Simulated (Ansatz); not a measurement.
CH5InOSi, relaxed with RKS PBE0-D4/def2-TZVP in Ansatz 0.2.0 from a PBE-D4/def2-SVP geometry. The force threshold is 0.005 eV/Å; the program also tests the step.

The species carries charge 0 and has multiplicity 1. In takes the def2 core potential. The bonds changed during the relaxation, so this is another structure than the one it started from.

Start:

```xyz
9

Si    0.511   -0.881   -0.528
C    -0.458    0.752   -0.301
O    -0.468    1.108    1.046
In   -0.451    0.862    3.087
H     1.918   -0.696   -0.019
H    -0.143   -1.943    0.320
H     0.570   -1.368   -1.958
H     0.014    1.546   -0.935
H    -1.492    0.620   -0.714
```

Problem. How much energy does the relaxation release, and in how many steps? (An estimate is asked.)

Solution. The calculation gave: 0.04 eV, in 12 steps, 1 of them rejected.

Problem. Which bonds change most? (Estimate.)

Solution. Ansatz gave: O3–In4 from 2.056 to 2.018 Å; Si1–C2 from 1.913 to 1.888 Å; C2–H8 from 1.120 to 1.101 Å; Si1–H7 from 1.511 to 1.492 Å.

Problem. Give the relaxed structure. (An estimate is asked.)

Solution. Computed: 
```xyz
9

Si    0.512   -0.860   -0.509
C    -0.437    0.759   -0.310
O    -0.411    1.149    1.028
In   -0.533    0.728    2.998
H     1.923   -0.672   -0.074
H    -0.107   -1.875    0.396
H     0.505   -1.395   -1.901
H     0.015    1.534   -0.949
H    -1.467    0.632   -0.679
```
